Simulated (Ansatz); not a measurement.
One geometry of ClH$_{3}$MoN$_{2}$O (`[NH]=[Mo](=[NH])([OH])[Cl]`), several functionals.

```yaml
crystal:
  periodic: [false, false, false]
  atoms:
    - {symbol: N, position_ang: [-1.065226, 0.803639, 0.662345]}
    - {symbol: Mo, position_ang: [0.069973, 0.017065, -0.362096]}
    - {symbol: N, position_ang: [1.639313, 0.095836, 0.330713]}
    - {symbol: O, position_ang: [-0.396230, -1.799731, -0.517031]}
    - {symbol: Cl, position_ang: [0.108553, 1.136206, -2.349677]}
    - {symbol: H, position_ang: [-1.301047, 1.360273, 1.473575]}
    - {symbol: H, position_ang: [2.326307, 0.406786, 1.003937]}
    - {symbol: H, position_ang: [-1.289643, -2.077074, -0.297466]}
basis:
  gaussian: {orbitals: def2-TZVPP}
hamiltonian: {xc: r2scan, dispersion: d4}
output: {forces: true, orbitals: {seedname: orbitals}}
```

```sh
$ ansatz run in.yaml --threads 4 --pin off --events-out ev --progress --plain
```

Output, abridged:

```
Functional definition: r2SCAN
1231 factors; their error is unknown
mean field evaluation 1: about -19434.2940 eV, gradient 1.2e2 eV
mean field evaluation 2: about -19206.5078 eV, gradient 3.3e2 eV
mean field evaluation 4: about -19452.0037 eV, gradient 5.9e1 eV
mean field evaluation 8: about -19458.8567 eV, gradient 4.3e0 eV
mean field evaluation 16: about -19458.8825 eV, gradient 2.3e-3 eV
mean field -19458.88251999 eV, -715.1007429053 hartree, gradient 1.8e-5 eV, S^2 0.000000; 0 other end points of the search recorded, 0 dependent functions left out
reference -19458.88254243 eV, -715.1007437298 hartree; 28, 28 occupied and 205, 205 virtual orbitals, 1231 factors
Total energy: -19458.93968934 eV, -715.1028438401 hartree
Atom 0 at    -1.065226     0.803639     0.662345 Å, force    -0.387824     0.219052     0.292454 eV/Å
Atom 1 at     0.069973     0.017065    -0.362096 Å, force    -0.129455    -0.049484    -0.442923 eV/Å
Atom 2 at     1.639313     0.095836     0.330713 Å, force     0.530095    -0.032260     0.197231 eV/Å
Atom 3 at    -0.396230    -1.799731    -0.517031 Å, force     0.019994    -0.242959    -0.035217 eV/Å
Atom 4 at     0.108553     1.136206    -2.349677 Å, force     0.000275     0.047146    -0.111393 eV/Å
Atom 5 at    -1.301047     1.360273     1.473575 Å, force    -0.004804     0.027982     0.046424 eV/Å
Atom 6 at     2.326307     0.406786     1.003937 Å, force     0.027457     0.023708     0.038172 eV/Å
Atom 7 at    -1.289643    -2.077074    -0.297466 Å, force    -0.055738     0.006814     0.015253 eV/Å
Dipole moment:    -0.183272    -0.008390     0.623174 e Å
```

It took 2.6 s on 4 threads of a server CPU on a shared host, with 0.36 GiB of host memory at the peak.

Changing it to `hamiltonian: {xc: {name: LC-wPBE}, dispersion: d4}` and no forces (abridged; 1.8 s):

```
WARN the engine holds no damping parameters fitted to this dispersion correction and functional, so the run takes those fitted to pbe0 (hamiltonian.dispersion, under Limitations)
Functional definition: LC-wPBE
mean field evaluation 16: about -19453.9500 eV, gradient 7.8e-4 eV
mean field -19453.94996220 eV, -714.9194747501 hartree, gradient 1.4e-5 eV, S^2 0.000000
Total energy: -19454.15647323 eV, -714.9270638904 hartree
```

With the line `hamiltonian: {xc: {name: BLYP}, dispersion: d4}` and no forces (abridged; 32 s):

```
Functional definition: BLYP
mean field evaluation 16: about -19459.8190 eV, gradient 8.0e-3 eV
mean field -19459.81898337 eV, -715.1351572998 hartree, gradient 4.4e-5 eV, S^2 0.000000
Total energy: -19460.33963368 eV, -715.1542908458 hartree
```

Changing it to `hamiltonian: {xc: {name: revPBE}, dispersion: d4}` and no forces (abridged; 1.6 s):

```
Functional definition: revPBE
mean field evaluation 16: about -19459.1733 eV, gradient 8.5e-3 eV
mean field -19459.17328147 eV, -715.1114281926 hartree, gradient 4.6e-5 eV, S^2 0.000000
Total energy: -19459.81041637 eV, -715.1348424684 hartree
```

With the line `hamiltonian: {xc: {name: PBE-QIDH}}` and no forces (abridged; 3.7 s):

```
Functional definition: PBE-QIDH
mean field evaluation 16: about -19430.8216 eV, gradient 4.4e-3 eV
mean field -19430.82159930 eV, -714.0695230902 hartree, gradient 9.9e-6 eV, S^2 0.000000
8 core orbitals not correlated: weight in the atoms' cores, before any rotation towards them, 1.000 or more for the frozen orbitals, at most 0.000 for the correlated occupied ones
second order -45.86200803 eV of doubles, -0.00000000 eV of singles
Total energy: -19446.10895337 eV, -714.6313229904 hartree
```

Changing it to `hamiltonian: {xc: lda}` and no forces (abridged; 9 s):

```
Functional definition: SPW92
mean field evaluation 16: about -19379.1361 eV, gradient 8.3e-3 eV
mean field -19379.13608177 eV, -712.1701153549 hartree, gradient 4.6e-5 eV, S^2 0.000000
Total energy: -19379.13614775 eV, -712.1701177794 hartree
```

LC-ωPBE has ω = 0.4 bohr⁻¹; the program lends it PBE0's D4 damping.
